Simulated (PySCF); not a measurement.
3-chloro-1,1-difluoropropa-1,2-diene (C3HClF2), SMILES FC(F)=C=CCl. The structure is a stationary point at PBE-D3(BJ)/def2-SVP.

Level of theory: PBE-D3(BJ)/def2-SVP (PySCF 2.14.0).

Harmonic wavenumbers (cm⁻¹): 95, 108, 251, 377, 532, 578, 578, 723, 801, 840, 1187, 1249, 1434, 2050, 3098. Rotational constants (GHz): 8.031, 1.129, 1.065; symmetry number 1.

Work out the zero-point energy and the ideal-gas rigid-rotor harmonic-oscillator thermochemistry at 298.15 K and 1 atm.

ZPE = ½ Σ hcν = ½ × 13903 cm⁻¹ = 19.88 kcal/mol. H − E(el) = 24.20 kcal/mol. Entropy in cal/(mol K): translation 40.02, rotation 27.90, vibration 11.94, total 79.86. G − E(el) = 0.39 kcal/mol. Cp = 20.97 cal/(mol K). Modes under 150 cm⁻¹ make the vibrational entropy uncertain.
